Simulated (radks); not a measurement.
Task: All-electron atom: Zr14+ in [Ar] 3d8. All-electron calculation, non-relativistic Kohn-Sham, LDA (Slater exchange, Perdew-Wang correlation), spin-unpolarised, spherical densities, point nucleus; relativity is left out, which matters for an element this heavy. Program: a radial shooting solver on a logarithmic mesh with Libxc functionals. Some entries of the table are withheld. Estimate them.

| orbital | occ. | eigenvalue (eV) | <r> (bohr) |
|---|---|---|---|
| 1s | 2 | (1) | 0.03818 |
| 2s | 2 | (2) | (3) |
| 2p | 6 | (4) | 0.1435 |
| 3s | 2 | -708.7873 | 0.4571 |
| 3p | 6 | -635.3920 | 0.4499 |
| 3d | 8 | (5) | 0.4210 |

Result: 
(1) 1s eigenvalue (eV): -17753.59
(2) 2s eigenvalue (eV): -2725.325
(3) 2s <r> (bohr): 0.1673
(4) 2p eigenvalue (eV): -2530.063
(5) 3d eigenvalue (eV): -502.9887
